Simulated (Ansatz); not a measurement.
`CC(C)[O][Ti]([OH])([OH])[OH]` and `CC(C)[O][Ti]([OH])([OH])[O]C(C)C` differ in one atom or group.

Ansatz, PBE0-D4/def2-TZVP geometries, multiplicity 1. Each molecule was computed in one conformer, which needn't be the lowest.

Scalar relativity is left out up to krypton.

```tsv
property	`CC(C)[O][Ti]([OH])([OH])[OH]`
HOMO energy (ωB97M-V/def2-TZVPP) / eV	-10.47
size of the dipole moment (PBE/def2-TZVPP) / D	0.84
LUMO energy (B3LYP/def2-TZVPP) / eV	-1.23
HOMO–LUMO gap (PBE0/def2-TZVPP) / eV	7.19
HOMO–LUMO gap (PBE/def2-TZVPP) / eV	4.68
size of the dipole moment (ωB97M-V/def2-TZVPP) / D	0.79
```

(1) Give the same properties after the change, and the shifts. (Best estimate.)

Answers

(1) The calculation gave: 
```tsv
property	`CC(C)[O][Ti]([OH])([OH])[O]C(C)C`	shift
HOMO energy (ωB97M-V/def2-TZVPP) / eV	-10.14	0.33
size of the dipole moment (PBE/def2-TZVPP) / D	2.29	1.45
LUMO energy (B3LYP/def2-TZVPP) / eV	-1.17	0.06
HOMO–LUMO gap (PBE0/def2-TZVPP) / eV	6.91	-0.28
HOMO–LUMO gap (PBE/def2-TZVPP) / eV	4.40	-0.28
size of the dipole moment (ωB97M-V/def2-TZVPP) / D	2.29	1.50
```

Dipoles are sizes alone; their direction can turn.

B3LYP here is the variant with VWN-RPA as its local correlation; programs differ in this.
